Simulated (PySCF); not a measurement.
## Telling isomers of C₈H₁₄O₂ apart by NMR

Calculated, not measured (PySCF 2.14): shielding tensors at PBE0/pcSseg-1 (GIAO), geometry from PBE0-D3(BJ)/def2-SVP. One averaged value for each set of equivalent atoms, no relativistic terms, single conformer, in vacuum.

References, each an isolated molecule treated in the same way: ¹H (31.27 ppm) and ¹³C (184.41 ppm) vs TMS. Where no couplings were computed, multiplicities follow the n + 1 count of equivalent neighbours, and m marks all less simple cases (inequivalent or close neighbours, rings, F or P nearby). Shifts are as computed. Against solution values, carbons near 30 ppm lie about +2 ppm off and those near 130 ppm about +5 ppm. Of 1211 compounds with measured shifts, 218 miss one by over three times the rms of a fit or turn the order of signals round; such compounds aren't used in these exercises.

(1) Tabulate the signals of `CC/C(C)=C(/C)OC(C)=O`, `CC(=O)OC1CCCCC1` and their relative energies.

(2) What is the quickest way to tell CC/C(C)=C(/C)OC(C)=O from CC(=O)OC1CCCCC1?

## Answers

(1) 
```tsv
SMILES	carbon types	δC	δH	E rel. (kcal/mol)
CC/C(C)=C(/C)OC(C)=O	3×C 1×CH2 4×CH3	174.4, 148.8, 131.3, 29.4, 21.8, 17.7, 16.8, 14.2	2.05 (s, 3H), 1.93 (q, 2H), 1.84 (s, 3H), 1.75 (s, 3H), 0.88 (t, 3H)	22.2
CC(=O)OC1CCCCC1	1×C 1×CH 5×CH2 1×CH3	173.5, 72.0, 33.3, 27.6, 26.7, 22.4	4.28 (m, 1H), 1.96 (s, 3H), 1.88 (m, 2H), 1.62 (m, 2H), 1.48 (m, 1H), 1.22 (m, 2H), 1.05 (m, 2H), 1.00 (m, 1H)	0.0
```

Energies are electronic energies at PBE0/pcSseg-1 on these geometries, without zero-point or thermal terms, each for the one conformer computed, which needn't be the lowest.

(2) Count the carbon signals: 8 against 6. The first has a β carbon of an enol-ether or enamine type C=C (C) at 131.3 ppm, the second an sp3 CH bonded to O at 72.0 ppm. Their most deshielded carbons lie at 174.4 and 173.5 ppm. In the proton spectra the most deshielded non-exchanging signals are 2.05 (s, 3H) and 4.28 (m, 1H).
